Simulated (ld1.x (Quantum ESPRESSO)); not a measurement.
**An all-electron radial function and its pseudo partner (chromium)**

Columns: radius, all-electron u(r) and pseudo u(r) of the 4p shell (level -0.97 eV) of chromium in the configuration [Ar] 3d5 4s1 4p0; revPBE, scalar-relativistic, PAW scheme, ld1.x (Quantum ESPRESSO) 7.5.

| r (bohr) | all-electron | pseudo |
| --- | --- | --- |
| 0.170 | 0.0830 | 0.0031 |
| 0.340 | -0.0127 | 0.0124 |
| 0.510 | -0.1116 | 0.0273 |
| 0.680 | -0.1465 | 0.0474 |
| 0.850 | -0.1285 | 0.0719 |
| 1.020 | -0.0810 | 0.0997 |
| 1.190 | -0.0212 | 0.1299 |
| 1.360 | 0.0411 | 0.1614 |
| 1.530 | 0.1008 | 0.1934 |
| 1.700 | 0.1556 | 0.2249 |
| 1.870 | 0.2048 | 0.2553 |
| 2.040 | 0.2482 | 0.2839 |
| 2.210 | 0.2860 | 0.3104 |
| 2.380 | 0.3188 | 0.3345 |
| 2.550 | 0.3467 | 0.3561 |
| 2.720 | 0.3701 | 0.3751 |
| 2.890 | 0.3895 | 0.3917 |
| 3.060 | 0.4051 | 0.4057 |
| 3.230 | 0.4172 | 0.4173 |
| 3.400 | 0.4262 | 0.4262 |
| 3.570 | 0.4323 | 0.4323 |
| 3.740 | 0.4360 | 0.4360 |
| 3.910 | 0.4374 | 0.4374 |
| 4.080 | 0.4370 | 0.4370 |
| 4.250 | 0.4350 | 0.4350 |
| 4.420 | 0.4316 | 0.4316 |

Question: How many radial nodes do the two functions have?

Answer: The all-electron 4p function has n − l − 1 = 2; the pseudo-wave has 0, since the states of the same l below it are removed with the core.

Question: At about which radius was the pseudo-wave matched?

Answer: 3.40 bohr, where the columns begin to agree (steps of 0.17 bohr).

Question: Is the pseudo-wave norm-conserving?

Answer: No, it belongs to a PAW set: the norm inside the radius is not constrained, and the difference is carried by the augmentation charge.
